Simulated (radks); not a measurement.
Results of a calculation; reference values are marked as such.
Task: Cr2+, 22 electrons, occupied as [Ar] 3d4 (the NIST ground configuration). Code: a radial shooting solver on a logarithmic mesh with Libxc functionals. Model: scalar-relativistic Kohn-Sham, exchange-only LDA, spin-polarised, spherical densities, point nucleus; open shells are filled with parallel spins first. Some entries of the table are withheld. Estimate them.

| orbital | occ. | eigenvalue (hartree) | r(max) (bohr) |
|---|---|---|---|
| 1s down | 1 | -216.2670 | 0.04169 |
| 1s up | 1 | -216.2664 | 0.04169 |
| 2s up | 1 | -25.18505 | 0.2441 |
| 2s down | 1 | -25.11917 | 0.2439 |
| 2p up | 3 | -21.31044 | 0.1978 |
| 2p down | 3 | -21.25963 | 0.1976 |
| 3s up | 1 | -3.48304 | 0.7764 |
| 3s down | 1 | -3.31515 | 0.7767 |
| 3p up | 3 | (1) | 0.7957 |
| 3p down | 3 | (2) | 0.7963 |
| 3d up | 4 | (3) | 0.8146 |
| 3d down | 0 | (4) | 0.8217 |

Result: 
(1) 3p up eigenvalue (hartree): -2.44139
(2) 3p down eigenvalue (hartree): -2.27545
(3) 3d up eigenvalue (hartree): -0.85197
(4) 3d down eigenvalue (hartree): -0.69264
